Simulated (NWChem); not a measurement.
MoO₃; SMILES [O]=[Mo](=[O])=[O]

Results from NWChem. The geometry was optimised at PBE0/def2-SVP. Not confirmed as a minimum by frequencies. def2 effective core potentials on Mo; no spin-orbit coupling. Ions are spin-unrestricted doublets at the neutral geometry; other ion states weren't tried.

For level PBE/def2-SVP:

vertical ionisation energy, ΔSCF (eV): 11.03
−ε(HOMO) (eV): 7.30

**Question.** How do the values read with level PBE0/def2-SVP instead?

**Answer.** 
- vertical ionisation energy, ΔSCF (eV) = 11.55
- −ε(HOMO) (eV) = 9.02
